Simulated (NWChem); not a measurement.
System: CH2BNO; SMILES N(B)=C=O

NWChem input:

```
start job
memory heap 200 mb stack 900 mb global 1100 mb
geometry units angstroms noautoz
  B     -0.788637    -1.641358     0.628345
  H     -0.192715    -2.304074     1.443668
  H     -1.864823    -1.981816     0.198211
  N     -0.215418    -0.444010     0.168599
  C      0.273054     0.577004    -0.223576
  O      0.748575     1.570819    -0.605266
end
basis spherical
  * library def2-tzvp
end
dft
  xc hfexch
  iterations 150
  mulliken
end
task dft energy
```

Coordinates come from a PBE0/def2-SVP optimisation.

Give the results of this calculation. (Hartree-Fock/def2-TZVP.) Quantities: energy (Ha); highest occupied level (eV); orbital gap (eV); dipole (D).


```json
{
  "energy (Ha)": "-193.14",
  "highest occupied level (eV)": "-11.58",
  "orbital gap (eV)": "13.15",
  "dipole (D)": "1.59"
}
```
